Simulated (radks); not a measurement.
Results of a calculation; reference values are marked as such.
The potassium anion K-, [Ar] 4s2, held by a Watson sphere: a shell of charge +0.73 at radius R that stands for the Madelung well of a crystal (potential energy -0.73/R inside, -0.73/r outside, in hartree with lengths in bohr). Level of theory: non-relativistic Kohn-Sham, r2SCAN, spin-polarised, spherical densities, point nucleus; meta-GGA in the generalised Kohn-Sham scheme (a radial shooting solver on a logarithmic mesh with Libxc functionals).

R (bohr) = 2.78: e(3s) (eV) -36.620; e(3p) (eV) -19.679; e(4s) (eV) -2.163; <r> 4s (bohr) 4.687; sum of <r^2> (bohr^2) 70.24; X-ray form factor at sin(theta)/lambda = 0.2 1/angstrom 13.670
R (bohr) = 3.26: e(3s) (eV) -35.928; e(3p) (eV) -18.987; e(4s) (eV) -2.122; <r> 4s (bohr) 4.787; sum of <r^2> (bohr^2) 72.34; X-ray form factor at sin(theta)/lambda = 0.2 1/angstrom 13.670
R (bohr) = 3.27: e(3s) (eV) -35.916; e(3p) (eV) -18.976; e(4s) (eV) -2.121; <r> 4s (bohr) 4.790; sum of <r^2> (bohr^2) 72.39; X-ray form factor at sin(theta)/lambda = 0.2 1/angstrom 13.670
R (bohr) = 4.15: e(3s) (eV) -35.241; e(3p) (eV) -18.290; e(4s) (eV) -2.002; <r> 4s (bohr) 5.036; sum of <r^2> (bohr^2) 77.73; X-ray form factor at sin(theta)/lambda = 0.2 1/angstrom 13.686
R (bohr) = 4.2: e(3s) (eV) -35.218; e(3p) (eV) -18.265; e(4s) (eV) -1.994; <r> 4s (bohr) 5.051; sum of <r^2> (bohr^2) 78.07; X-ray form factor at sin(theta)/lambda = 0.2 1/angstrom 13.687
R (bohr) = 4.37: e(3s) (eV) -35.144; e(3p) (eV) -18.190; e(4s) (eV) -1.967; <r> 4s (bohr) 5.103; sum of <r^2> (bohr^2) 79.24; X-ray form factor at sin(theta)/lambda = 0.2 1/angstrom 13.690
